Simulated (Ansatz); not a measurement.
Reaction (ligand exchange at the Al–O bond): `[OH][Al]([O][SiH3])[O][SiH3]` + H₂S → `[OH][Al]([SH])[O][SiH3]` + `O[SiH3]`

Computed with Ansatz on PBE0-D4/def2-TZVP structures; ΔE is electronic, products minus reactants. CCSD(T)/CBS adds triple-zeta CCSD(T) − MP2 to the extrapolated MP2 energy (def2 sets, frozen cores). This one scheme is used for every species. Functionals use def2-TZVPP. B3LYP here is the variant with VWN-RPA as its local correlation; programs differ in this. HSE06 is defined as in plane-wave codes. One conformer a species, not always the lowest.

| level | ΔE (kJ/mol) | difference from CCSD(T)/CBS |
| --- | --- | --- |
| PBE-D4 | 33.2 | -12.8 |
| revPBE-D4 | 33.4 | -12.6 |
| B97M-V | 44.9 | -1.1 |
| PBE0-D4 | 36.8 | -9.2 |
| B3LYP-D4 | 49.6 | 3.6 |
| HSE06-D4 | 36.4 | -9.6 |
| BHLYP-D4 | 54.2 | 8.2 |
| PBE-QIDH | 41.5 | -4.5 |
| BLYP | 46.5 | 0.5 |
| r2SCAN | 42.0 | -4.0 |
| B3LYP | 48.5 | 2.5 |
| r2SCANh | 42.5 | -3.5 |
| r2SCAN0 | 43.2 | -2.8 |
| CAM-B3LYP | 52.5 | 6.5 |
| MP2/def2-SVP | 56.4 | 10.4 |
| MP2/def2-QZVPP | 45.9 | -0.1 |
| CCSD(T)/CBS | 46.0 | 0 |

Largest T1 diagnostic among the species: 0.012.

From PBE to PBE0 (25 % exact exchange), in def2-TZVPP and without D4, ΔE moves by +3.6 kJ/mol. In def2-TZVPP, CCSD(T) changes the Hartree–Fock value by −9.4 kJ/mol (the triples alone add −2.9 kJ/mol) and MP2 by −11.6 kJ/mol.
